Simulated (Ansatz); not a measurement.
Cost and result for the atomization energy of C$_{3}$H$_{9}$AlO$_{3}$, SMILES `C[O][Al]([O]C)[O]C` (16 atoms, 15 bonds).

Z-matrix (Å, degrees):
```
C
O 1 1.398
H 1 1.095 2 110.0
H 1 1.095 2 110.1 3 118.7
H 1 1.096 2 112.5 3 -120.6
Al 2 1.678 1 134.3 3 120.8
O 6 1.678 2 120.0 1 -180.0
O 6 1.678 2 120.0 1 0.0
C 7 1.398 6 134.3 2 -0.0
C 8 1.398 6 134.3 2 180.0
H 9 1.095 7 110.1 6 -120.6
H 9 1.096 7 112.5 6 0.1
H 9 1.095 7 110.0 6 120.7
H 10 1.095 8 110.1 6 -120.5
H 10 1.095 8 110.0 6 120.8
H 10 1.096 8 112.5 6 0.1
```

Total charge 0; spin multiplicity 1. Geometry: relaxed with PBE0-D4/def2-TZVP. It is one conformer, not always the lowest. Program: Ansatz. All runs use 2 threads of an AMD EPYC 7R13 on a shared host and a share of an NVIDIA H100 80 GB. Times are those of one run each, without the atoms' runs, and a repeat can differ threefold. Electronic energies, without spin–orbit coupling; frozen cores. CCSD(T)/CBS adds CCSD(T) − MP2 in def2-TZVPP to the MP2 limit, and its time is that of the two runs behind it. T1 = 0.012. HSE06 is the plane-wave form, built on full-range PBE exchange.

CCSD(T)/CBS is a level of theory with its own doubt, some kJ/mol a heavy atom from the limit and from the frozen cores, so smaller differences don't rank the functionals.

```
                           level  functions  wall time
          LDA (SPW92)/def2-TZVPP        354      4.8 s
              PBE0-D4/def2-TZVPP        354        8 s
                  MP2/def2-QZVPP        682      8.5 s
         CAM-B3LYP-D4/def2-TZVPP        354        9 s
             BHLYP-D4/def2-TZVPP        354       10 s
             PBE-QIDH/def2-TZVPP        354       10 s
                CCSD(T)/def2-SVP        147       10 s
              BLYP-D4/def2-TZVPP        354       11 s
             HSE06-D4/def2-TZVPP        354       11 s
              ωB97X-V/def2-TZVPP        354       11 s
ωB97M-V/def2-TZVPP (with forces)        354       18 s
              CCSD(T)/def2-TZVPP        354       25 s
               CCSD(T)/CBS(def2)          –       33 s
```

Question: What atomization energy does each give, and how far from CCSD(T)/CBS? (Estimate.)

Answer: Ansatz gave: 
```json
{"level": "LDA (SPW92)/def2-TZVPP", "atomization (kJ/mol)": "7207.4", "difference from CCSD(T)/CBS": "890.3", "per bond": "59.3"}
{"level": "PBE0-D4/def2-TZVPP", "atomization (kJ/mol)": "6280.7", "difference from CCSD(T)/CBS": "-36.4", "per bond": "-2.4"}
{"level": "MP2/def2-QZVPP", "atomization (kJ/mol)": "6379.1", "difference from CCSD(T)/CBS": "62.0", "per bond": "4.1"}
{"level": "CAM-B3LYP-D4/def2-TZVPP", "atomization (kJ/mol)": "6343.3", "difference from CCSD(T)/CBS": "26.2", "per bond": "1.7"}
{"level": "BHLYP-D4/def2-TZVPP", "atomization (kJ/mol)": "6103.2", "difference from CCSD(T)/CBS": "-213.9", "per bond": "-14.3"}
{"level": "PBE-QIDH/def2-TZVPP", "atomization (kJ/mol)": "6248.1", "difference from CCSD(T)/CBS": "-69.0", "per bond": "-4.6"}
{"level": "CCSD(T)/def2-SVP", "atomization (kJ/mol)": "5983.5", "difference from CCSD(T)/CBS": "-333.6", "per bond": "-22.2"}
{"level": "BLYP-D4/def2-TZVPP", "atomization (kJ/mol)": "6297.3", "difference from CCSD(T)/CBS": "-19.8", "per bond": "-1.3"}
{"level": "HSE06-D4/def2-TZVPP", "atomization (kJ/mol)": "6285.4", "difference from CCSD(T)/CBS": "-31.7", "per bond": "-2.1"}
{"level": "ωB97X-V/def2-TZVPP", "atomization (kJ/mol)": "6310.9", "difference from CCSD(T)/CBS": "-6.2", "per bond": "-0.4"}
{"level": "ωB97M-V/def2-TZVPP (with forces)", "atomization (kJ/mol)": "6316.6", "difference from CCSD(T)/CBS": "-0.5", "per bond": "0.0"}
{"level": "CCSD(T)/def2-TZVPP", "atomization (kJ/mol)": "6155.2", "difference from CCSD(T)/CBS": "-161.9", "per bond": "-10.8"}
{"level": "CCSD(T)/CBS(def2)", "atomization (kJ/mol)": "6317.1", "difference from CCSD(T)/CBS": "0.0", "per bond": "0.0"}
```

In def2-TZVPP, CCSD(T) changes the Hartree–Fock value by +1562.0 kJ/mol (the triples alone add +86.1 kJ/mol) and MP2 by +1689.1 kJ/mol; breaking electron pairs costs correlation energy, which Hartree–Fock lacks. From PBE to PBE0 (25 % exact exchange), in def2-TZVPP and without D4, the atomization energy moves by −120.1 kJ/mol: exact exchange takes away binding that semilocal exchange gives to molecules. The D4 term adds +44.5 kJ/mol with B3LYP and +23.9 kJ/mol with PBE0; it sums over pairs of atoms, weighted by their polarisabilities, and B3LYP, whose exchange is more repulsive, gets the larger term.

B3LYP here is the variant with VWN-RPA as its local correlation; programs differ in this.
